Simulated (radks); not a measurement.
Results of a calculation; reference values are marked as such.
Problem. Coulomb parameter of the 5d shell of neutral hafnium in the model configuration [Xe] 4f14 5d2.5 6s1.5, as a second difference U = [E(n + 0.25) + E(n - 0.25) - 2 E(n)] / (0.25)^2 with all orbitals relaxed. "Bare": the charge of the atom changes with n. "Screened": the 6s shell takes up the change at fixed total charge, which measures U(5d,5d) + U(6s,6s) - 2 U(5d,6s). Code: a radial shooting solver on a logarithmic mesh with Libxc functionals. Model: Dirac Kohn-Sham, LDA (Slater exchange, Perdew-Wang correlation), spin-unpolarised, spherical densities, finite nucleus; open shells are shared between the two j in proportion to 2j + 1; Fermi nuclear charge, rms radius 5.347 fm. Estimate both.

Solution. U(bare) = 6.411 eV, U(screened by 6s) = 0.361 eV. The step up makes a negative ion, whose loosely bound charge lowers the bare value.
